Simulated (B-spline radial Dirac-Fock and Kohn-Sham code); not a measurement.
**The Pm-like isoelectronic sequence (61 electrons), Z = 61 to 73**

Level of theory: ΔSCF Dirac-Fock with Breit, self-energy and vacuum polarisation, finite nucleus, configuration average; a radial finite-basis atomic code. Binding energies in eV, tabulated ground configurations. Correlation energy is missing from these numbers.

```csv
ion,configuration,2s,2p3/2,3s,4d3/2,outermost level,NIST ionisation energy
Pm,[Xe] 4f5 6s2,7437.5,6464.3,1657.2,135.2,4.62 (6s),5.58187
Sm⁺,[Xe] 4f6 6s1,7752.3,6726.8,1739.2,148.7,10.25 (6s),11.078 ± 0.02
Eu²⁺,[Xe] 4f7,?,?,?,?,?,?
Gd³⁺,[Xe] 4f7,8420.3,7282.0,1925.2,190.7,39.68 (4f),44.44 ± 0.08
Tb⁴⁺,[Xe] 4f7,8775.6,7576.4,2031.2,220.5,61.97 (4f),–
Dy⁵⁺,[Kr] 4d10 4f8 5s2 5p5,9133.5,7870.6,2132.2,245.9,80.01 (4f),–
Ho⁶⁺,[Kr] 4d10 4f9 5s2 5p4,9500.8,8170.9,2236.3,272.5,99.14 (4f),–
Er⁷⁺,[Kr] 4d10 4f10 5s2 5p3,9877.5,8477.4,2343.6,300.3,119.3 (4f),–
Tm⁸⁺,[Kr] 4d10 4f11 5s2 5p2,10264.0,8790.1,2454.2,329.3,140.6 (4f),–
Yb⁹⁺,[Kr] 4d10 4f12 5s2 5p1,10660.2,9108.9,2567.9,359.6,162.9 (4f),–
Lu¹⁰⁺,[Kr] 4d10 4f12 5s2 5p1,11075.9,9443.4,2696.2,399.4,189.5 (5p),205 ± 10
Hf¹¹⁺,[Kr] 4d10 4f12 5s2 5p1,11503.1,9785.2,2829.2,441.2,214.9 (5p),230 ± 12
Ta¹²⁺,[Kr] 4d10 4f13 5s2,11930.4,10123.2,2953.6,475.6,253.9 (4f),262 ± 14
```

**Question.** Fill in the row of Eu²⁺.

**Answer.** 2s 8075.9, 2p3/2 6995.4, 3s 1824.1, 4d3/2 163.5, outermost 20.05 (4f), NIST 24.84 ± 0.03 eV.

NIST's values are for the lowest levels; a dash marks a value that is missing or belongs to another shell. Their kind here: measured, semi-empirical, theoretical. Where a p, d or f shell is open in either ion the computed value averages over both j values and all terms, while the table refers to the lowest levels; that difference holds spin-orbit splitting (largest in heavy or highly charged ions), term energies where several electrons share open shells, and correlation, and it can reach 10 % or more.
